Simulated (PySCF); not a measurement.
# Excitation energy of I by level of theory

I [Kr] 4d10 5s2 5p5 (2P) → I [Kr] 4d10 5s1 5p6 (2S), as a difference of total energies. Calculation: PySCF 2.14, in aug-cc-pwCVDZ-PP with ECP28MDF (6s5p4d1f, 48 functions); a scalar-relativistic core potential. Correlated levels: valence: 4s2 4p6 4d10 frozen; valence and next inner shell: nothing frozen outside the core potential. The calculations carry no spin-orbit coupling.

```
                                method  excitation energy (cm⁻¹)
                                   UHF                    102170
                                   LDA                     84471
                                   PBE                     84166
                                  PBE0                     88825
                                r2SCAN                     87369
                                  BLYP                     84179
                                   M06                     86947
                                  MN15                     90302
                     SCS-MP2 (valence)                     85650
    MP2 (valence and next inner shell)                     84831
SCS-MP2 (valence and next inner shell)                     83488
```

Q: Estimate what wB97X-V gives.

A: 91812 cm⁻¹, closest to MN15 among the rows shown.

Q: Estimate what MP2 (valence) gives.

A: 87484 cm⁻¹, closest to r2SCAN among the rows shown.

The upper state lies above the first ionisation limit, where it may autoionise and the basis confines it.
